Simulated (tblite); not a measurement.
Compound: C5H8OSi.
Z-matrix (Å and degrees, GFN2-xTB geometry), rows numbered from 1:
```
C 
O   1  1.4054
C   2  1.3570  1  117.27
C   3  1.3454  2  129.03  1     0.05
Si  4  1.8719  3  109.15  2  -179.93
C   5  1.8879  4   89.38  3    -0.03
C   6  1.3336  5  109.29  4     0.02
H   1  1.0887  2  106.28  3   179.89
H   1  1.0951  2  111.22  3   -60.99
H   1  1.0951  2  111.22  3    60.76
H   4  1.0756  3  123.23  2     0.05
H   5  1.4645  4  114.26  3   114.92
H   5  1.4645  4  114.31  3  -115.05
H   6  1.0767  5  128.58  4   179.99
H   7  1.0800  3  118.26  2    -0.09
```

Level: GFN2-xTB in tblite, geometry and Hessian alike; calculated harmonic values, unscaled, isolated species. Errors from tens to a few hundred cm⁻¹ against measured bands are possible. Modes of hydrogen on silicon can be 10 to 20 % off. One conformer, not necessarily the lowest.

Harmonic wavenumbers (cm⁻¹): 108.3, 168.8, 219.8, 225.2, 280.6, 405.5, 481.6, 485.8, 499.1, 567.5, 575.3, 620.2, 740.7, 752.7, 779.8, 786.2, 851.1, 912.0, 912.9, 1046.7, 1102.0, 1125.6, 1145.4, 1175.1, 1225.1, 1323.1, 1400.5, 1467.1, 1484.2, 1574.1, 1621.6, 2236.9, 2244.2, 2929.1, 2945.5, 3027.3, 3074.2, 3103.5, 3114.9.

A = 5188, B = 1486, C = 1180 MHz; mass 112.034 u (most abundant isotopes); point group Cs, symmetry number 1.

Q: Zero-point energy?

A: Half the sum of the wavenumbers: 24370 cm⁻¹ = 291.52 kJ/mol.

Q: Give the ideal-gas entropy at 298.15 K and 1 bar in the rigid-rotor, harmonic-oscillator model (classical rotation).

A: Translation 167.71, rotation 116.98, vibration 72.73: S = 357.4 J/(mol K).

Q: And Cp and H(298.15 K) − H(0)?

A: Cp = 133.79 J/(mol K), of which vibrations give 100.53 (their classical limit is 39 R = 324.3); H(298.15 K) − H(0) = 23.11 kJ/mol without the zero-point energy, 13.19 from vibrations.

Q: Which modes carry the vibrational entropy at 298.15 K?

A: 108.3 cm⁻¹: 13.80; 168.8 cm⁻¹: 10.25; 219.8 cm⁻¹: 8.20; 225.2 cm⁻¹: 8.02; 280.6 cm⁻¹: 6.40; 405.5 cm⁻¹: 3.94 J/(mol K); the other 33 give 22.11 together.

Q: How do the functions run with temperature in this model?

A: 
| T (K) | S (J/(mol K)) | Cp (J/(mol K)) | H − H(0) (kJ/mol) | G − H(0) (kJ/mol) | ln q(vib) |
| --- | --- | --- | --- | --- | --- |
| 50 | 227.5 | 40.0 | 1.75 | -9.63 | 0.06 |
| 100 | 260.6 | 57.7 | 4.19 | -21.87 | 0.44 |
| 373.15 | 390.3 | 160.0 | 34.14 | -111.51 | 4.80 |
| 500 | 442.4 | 196.3 | 56.84 | -164.37 | 7.23 |
| 750 | 532.1 | 245.4 | 112.56 | -286.54 | 12.02 |
| 1000 | 607.3 | 276.6 | 178.08 | -429.23 | 16.54 |

q(vib) and H(0) count from the zero-point level.

Q: What must be added to the electronic energy to get the Gibbs energy at 298.15 K and 1 bar?

A: ZPE + [H(298.15 K) − H(0)] − T·S = 291.52 + 23.11 − 106.56 = 208.07 kJ/mol.

Hindered rotation and anharmonicity are outside this model. Other conformers, if any are populated, would add a mixing term that is left out.
